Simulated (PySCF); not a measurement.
## Calculated NMR parameters of C=CC[SiH](O)O

* Formula: C3H8O2Si
* SMILES: C=CC[SiH](O)O
* InChI: InChI=1S/C3H8O2Si/c1-2-3-6(4)5/h2,4-6H,1,3H2
* Point group of the computed structure: C1
* Degrees of unsaturation: 1
* Carbon signals: 3
* Proton signals: 6

Molfile (atoms numbered from 1):
```
C3H8O2Si
     RDKit          3D

 14 13  0  0  0  0  0  0  0  0999 V2000
   -2.2357   -0.2543   -0.0431 C   0  0  0  0  0  0  0  0  0  0  0  0
   -1.2534    0.5028   -0.4998 C   0  0  0  0  0  0  0  0  0  0  0  0
   -0.0462    0.8857    0.2803 C   0  0  0  0  0  0  0  0  0  0  0  0
    1.4818   -0.1147   -0.2723 Si  0  0  0  0  0  4  0  0  0  0  0  0
    1.1237   -1.6696   -0.6147 O   0  0  0  0  0  0  0  0  0  0  0  0
    2.0091    0.5403   -1.6562 O   0  0  0  0  0  0  0  0  0  0  0  0
   -2.2398   -0.6272    0.9694 H   0  0  0  0  0  0  0  0  0  0  0  0
   -3.0823   -0.5237   -0.6513 H   0  0  0  0  0  0  0  0  0  0  0  0
   -1.2764    0.8600   -1.5206 H   0  0  0  0  0  0  0  0  0  0  0  0
   -0.2233    0.7239    1.3439 H   0  0  0  0  0  0  0  0  0  0  0  0
    0.1612    1.9449    0.1378 H   0  0  0  0  0  0  0  0  0  0  0  0
    2.5303   -0.0734    0.7472 H   0  0  0  0  0  0  0  0  0  0  0  0
    0.5924   -2.1869   -0.0184 H   0  0  0  0  0  0  0  0  0  0  0  0
    2.4580   -0.0083   -2.2941 H   0  0  0  0  0  0  0  0  0  0  0  0
  1  2  2  0
  2  3  1  0
  3  4  1  0
  4  5  1  0
  4  6  1  0
  1  7  1  0
  1  8  1  0
  2  9  1  0
  3 10  1  0
  3 11  1  0
  4 12  1  0
  5 13  1  0
  6 14  1  0
M  END
```

[PySCF 2.14: NMR shieldings at PBE0/pcSseg-1/GIAO; coordinates at the GFN2-xTB level; no solvent model; one computed conformer; relativity neglected; equivalent nuclei averaged]

δ = σ(ref) − σ, references computed at the same level: 1H (31.72 ppm) and 13C (186.93 ppm) and 29Si (349.16 ppm) against TMS; H2O for 17O (336.08 ppm).

| carbon | δC, type | δH (multiplicity) | HMBC from (2–3 bonds) | span of the C tensor (ppm) |
| --- | --- | --- | --- | --- |
| C1 | 118.6, CH2 | H7 5.13 (m); H8 5.19 (m) | H9, H10/H11 | 199 |
| C2 | 143.1, CH | 6.32 (m) | H8, H12, H7, H10/H11 | 246 |
| C3 | 30.4, CH2 | 1.70 (m) | H9, H8, H12, H7 | 40 |

Other nuclei:
```
  atoms  nucleus                             environment  δ (ppm)  σ (ppm)
    H12       1H  hydrogen on a silicon bonded to C, 2 O     5.18    26.54
H13/H14       1H      hydrogen on an oxygen bonded to Si     1.61    30.11
    Si4     29Si             silicon bonded to C, 2 O, H    -23.7    372.8
  O5/O6      17O                  oxygen bonded to Si, H     41.8    294.3
```

Carbon types of the structure: 1 × CH, 2 × CH2, leaving 3 H on heteroatoms. δC 143.1: alkene CH; the olefinic region. δC 118.6: terminal =CH2 carbon; the olefinic region. δH 5.19, 5.13: hydrogen on a terminal =CH2 carbon; attached to an sp2 carbon and in the plane of the double bond. δH 1.70: hydrogen on an allylic sp3 CH2 bonded to Si; allylic position. δH 1.61: hydrogen on an oxygen bonded to Si; exchangeable; this is the value without hydrogen bonding to other molecules.

The OH or NH signal is concentration- and solvent-dependent in practice; the value given is the gas-phase one. Shifts are as computed. Against solution values, carbons near 30 ppm lie about +3 ppm off and those near 130 ppm about +5 ppm (rms about the fit 2.1 ppm; single classes can miss by 10 ppm). Of 1328 compounds with measured shifts, 309 miss one by over three times the rms of a fit or turn the order of signals round; such compounds aren't used in these exercises. Signals without a measured value on file couldn't be tested in this way; 1H shifts scatter by 0.2 ppm about their fit, and single ones miss by 0.5 ppm. Experimental scales use liquid or dissolved standards, which lie at an offset from isolated H2O (liquid H2O: subtract about 36 ppm). Multiplicities follow the n + 1 count of equivalent neighbours, as no J values were calculated; m marks all less simple cases, F and P coupling included.
